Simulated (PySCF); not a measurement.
H2Zn, SMILES [ZnH2] (connectivity only; charge and spin as stated), charge +1, multiplicity 2.

The structure is a stationary point at TPSSh-D3(BJ)/def2-TZVPD. The geometry has at least one imaginary mode, so it is a saddle point at that level. The spin state was assumed, not searched. The isomer is the one that the SMILES or the coordinates give; other isomers of the formula were not compared.

Method: PySCF with PBE0/def2-TZVPD.

The molecule is in vacuum.

| Item | Result |
|---|---|
| total energy | -1779.92338 hartree |
| point group | D∞h |
| α spin, highest occupied and lowest empty level | -17.30 and -7.16 eV |
| β spin, highest occupied and lowest empty level | -16.25 and -12.74 eV |
| dipole moment about the centre of nuclear charge | 0.00 D |
| mean static polarisability | 34.5 bohr³ (5.11 Å³) |
| polarisability, principal values | 17.4, 17.4, 68.7 bohr³ |
| ⟨S²⟩ | 0.788 (pure state 0.75) |
